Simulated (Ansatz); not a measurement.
System: sum formula H11Si4O, net charge 1, singlet state. It need not be the lowest isomer of its formula. 
Coordinates optimised at B3LYP-D3(BJ)/def2-TZVP (Ansatz, a first-principles code):
```
Si
O 1 1.9297
H 2 0.9707 1 120.93
H 2 0.9707 3 110.00 1 -148.84
Si 1 2.3583 2 103.15 3 -72.74
H 5 1.4771 1 105.47 2 -180.00
H 5 1.4786 6 111.92 1 117.26
H 5 1.4786 6 111.92 7 125.48
Si 1 2.3584 2 98.95 3 46.33
H 9 1.4752 1 109.66 2 78.83
H 9 1.4761 10 112.72 1 -117.97
H 9 1.4823 10 111.24 11 -125.84
Si 1 2.3584 2 98.95 3 168.19
H 13 1.4752 1 109.66 2 -78.83
H 13 1.4761 14 112.72 1 117.97
H 13 1.4823 14 111.24 15 125.84
```
Charge +1, spin multiplicity 1.

Basis-set convergence of Hartree-Fock and CCSD correlation energies (hartree) with Ansatz. Cores are frozen in the correlated levels unless marked. No spin-orbit coupling. Non-relativistic.

| basis | functions | E(HF) | E(corr, CCSD) |
|---|---|---|---|
| cc-pV(D+d)Z | 161 | -1236.78564 | -0.68570 |
| cc-pV(T+d)Z | 340 | -1236.86006 | -0.82795 |
| cc-pV(Q+d)Z | 641 | -1236.87993 | -0.87417 |

Extrapolating the two largest sets (X = 3 and 4) as X^-3: E(corr) = (64·(-0.87417) - 27·(-0.82795))/37 = -0.9079 Eh, an estimate of the basis-set limit. The largest set recovers 96.3 % of it, the smallest 75.5 %.
